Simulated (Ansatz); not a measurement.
Consider the ligand exchange at the Si–S bond: `F[SiH](F)S[SiH3]` + `O[SiH2]S` → `F[SiH](F)O[SiH2]S` + `[SiH3]S`.

Computed with Ansatz on PBE0-D4/def2-TZVP structures; ΔE is electronic, products minus reactants. CCSD(T)/CBS adds triple-zeta CCSD(T) − MP2 to the extrapolated MP2 energy (def2 sets, frozen cores). Functionals use def2-TZVPP. B3LYP here is the variant with VWN-RPA as its local correlation; programs differ in this. Each species was taken in one conformer, which may not be the lowest.

```
             level  ΔE (kJ/mol)  difference from CCSD(T)/CBS
            PBE-D4        -48.3                         18.8
           ωB97M-V        -64.0                          3.1
               PBE        -50.4                         16.7
            r2SCAN        -61.1                          6.0
              PBE0        -57.7                          9.4
             B3LYP        -72.3                         -5.2
     HF/def2-TZVPP        -93.2                        -26.1
SCS-MP2/def2-TZVPP        -72.3                         -5.2
     HF/def2-QZVPP        -96.0                        -28.9
      HF/CBS(def2)        -96.4                        -29.3
       CCSD(T)/CBS        -67.1                            0
```

Largest T1 diagnostic among the species: 0.012.

From PBE to PBE0 (25 % exact exchange), in def2-TZVPP and without D4, ΔE moves by −7.3 kJ/mol. In def2-TZVPP, CCSD(T) changes the Hartree–Fock value by +22.6 kJ/mol (the triples alone add +5.0 kJ/mol) and MP2 by +27.4 kJ/mol.
